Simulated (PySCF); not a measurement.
**Trend along the third period: MI cations**

r²SCAN with double-zeta basis sets in PySCF, for the lowest determinant that a PBE0 search found; no spin–orbit coupling. De refers to high-spin ground-configuration atoms (the charge goes to the atom of lower measured ionisation energy or higher electron affinity, which is not always the lowest computed limit). A positive dipole points towards I; it is taken about the centre of mass and depends on that origin.

```tsv
M	basis	charged atom	state (unpaired electrons)	Re (Å)	ωe (cm⁻¹)	De (eV)	μ (D)
Na	def2-SVP	Na+	doublet (π ↑)	3.180	124	0.41	-10.92
Mg	x2c-SVPall	Mg+	singlet (closed shell)	2.487	373	2.35	-12.28
Al	def2-SVP	Al+	doublet (σ ↑)	2.398	392	1.53	-7.42
Si	x2c-SVPall	Si+	singlet (closed shell)	2.337	447	4.30	-4.76
P	x2c-SVPall	I+	doublet (π ↑)	2.284	450	4.12	-2.79
S	cc-pV(D+d)Z/cc-pVDZ-PP	S+	triplet (π ↑↑)	2.247	463	3.87	-1.38
Cl	def2-SVP	I+	doublet (π ↑)	2.288	419	2.60	0.31
```

(1) By what factor does the well depth vary along the series?

The rows differ in basis set, which adds steps of its own.

The state changes along the series, so neighbouring rows are not always alike in their bonding.

Weak bonds: NaI⁺. Basis-set superposition, not corrected here, can be much of De in a small basis, most of all at correlated wavefunction levels. These are scalar-relativistic numbers at best; spin–orbit coupling would shift them, the dissociation energy most. For an ion De counts to the pair picked by the measured ionisation energies or electron affinities, which need not be the lowest pair at this level. States were picked by a PBE0 search and need not be the measured ground states.

Results:

(1) At r²SCAN it runs from 0.41 eV (NaI⁺) to 4.30 eV (SiI⁺), a factor of 10.5.
